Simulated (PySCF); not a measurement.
## Dipole moment and polarisability of `C#C[Si@@H](S)C(C)(F)F`

Compound: C4H6F2SSi.
Structure used (GFN2-xTB), in Å, numbered top down from 1:
```
atom  x, y, z in Å
C1     2.9098   -0.7765    0.3341
C2     1.9654   -0.0329    0.2977
Si3    0.5379    1.1284    0.2263
S4     0.3865    1.8890   -1.7814
C5    -1.0551    0.0587    0.5488
C6    -1.1948   -1.2019   -0.2782
F7    -1.1089   -0.2602    1.8825
F8    -2.1651    0.8554    0.3525
H9     3.7321   -1.4321    0.3673
H10    0.5938    2.1999    1.2110
H11   -0.9252    2.0864   -1.7509
H12   -2.1246   -1.7104   -0.0289
H13   -0.3553   -1.8589   -0.0684
H14   -1.1972   -0.9453   -1.3344
```

Level: CAM-B3LYP/def2-SVPD (PySCF), static field, nuclei fixed, core orbitals frozen in the response. The polarisability tensor in these axes (au):

```
x   99.11 -8.57  2.54
y   -8.57 92.43 -7.85
z    2.54 -7.85 86.76
```

Question: Give the principal values, the mean and the anisotropy Δα = √{½[(α1 − α2)² + (α2 − α3)² + (α1 − α3)²]}.

Answer: Principal values 80.67, 90.43 and 107.19 au; mean 92.77 au = 13.75 Å³ = 15.30 × 10⁻⁴⁰ C²·m²/J; Δα = 23.23 au (25 % of the mean).

Question: What is the dipole moment, and where does it point?

Answer: (1.39, -1.35, -0.75) D, 2.08 D in size, pointing from the negative to the positive side. Measured along this direction, the outermost atoms are F8 at the negative end and H9 at the positive end.

Question: What molar refraction does this α imply?

Answer: Lorentz–Lorenz: R = (4π/3)N_A α = 2.5225 cm³/(mol·Å³) × 13.75 Å³ = 34.7 cm³/mol, in the limit of long wavelengths.

Question: What depolarisation ratio follows for Rayleigh scattering of linearly polarised light, taking the static tensor?

Answer: ρ = 3Δα²/(45ᾱ² + 4Δα²) = 1618.8/(387257 + 2158.4) = 0.00416.

Question: What would n − 1 = 2πNα be for an ideal gas of these molecules at 273.15 K and 1 atm, electronic part alone?

Answer: N = p/kT = 2.6868 × 10¹⁹ cm⁻³, so n − 1 = 2π × N × 13.75 × 10⁻²⁴ cm³ = 2321 × 10⁻⁶ at long wavelengths, for an ideal gas.

Question: Traceless (Buckingham) quadrupole moment about the centre of nuclear charge: eigenvalues?

Answer: -12.88, 2.34, 10.54 D·Å. The values depend on the origin, since the dipole doesn't vanish. The electronic extent ⟨r²⟩ about the same centre is 1419 bohr², a root-mean-square distance of 2.26 Å for the 78 electrons.

Question: In a dilute gas of rigid molecules at 250 K, how does the orientational term μ²/3kT compare with the electronic polarisability?

Answer: In Gaussian units μ²/3kT = 41.62 Å³ against 13.75 Å³, a ratio of 3.03; the Debye molar polarisation (4π/3)N_A(α + μ²/3kT) is 139.7 cm³/mol, leaving out the vibrational part.

Geometry: GFN2-xTB, one conformer, isolated molecule.
